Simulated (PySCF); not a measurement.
## A small calculation by hand: dipole moment from atomic charges

MgHCl, SMILES [MgH][Cl]. Atoms are numbered in the order given.

```xyz
3

Mg     0.0000     0.0000     1.1846
H      0.0000     0.0000     2.8726
Cl     0.0000     0.0000    -1.0052
```
Charge 0, spin multiplicity 1.

The structure is a stationary point at r2SCAN-D4/def2-TZVPD.

Charges (e) from r2SCAN/def2-TZVPD in PySCF:

| atom | ESP fit | IAO |
|---|---|---|
| Mg1 | 0.844 | 1.368 |
| H2 | -0.384 | -0.536 |
| Cl3 | -0.460 | -0.832 |

The dipole moment of the full density is 1.52 D.

Task: What dipole moment does each set of point charges give, and which comes closer to that of the density?

Result: 
μ = Σ q r, and 1 e Å = 4.8032 D.
ESP fit: Σ q r = (0.000, 0.000, 0.359) e Å, |μ| = 1.72 D.
IAO: Σ q r = (0.000, 0.000, 0.917) e Å, |μ| = 4.41 D.
ESP fit comes closer in size. Point charges leave out the atoms' own dipoles (lone pairs, polarised bonds); fits to the potential absorb them, partitions of the density don't.
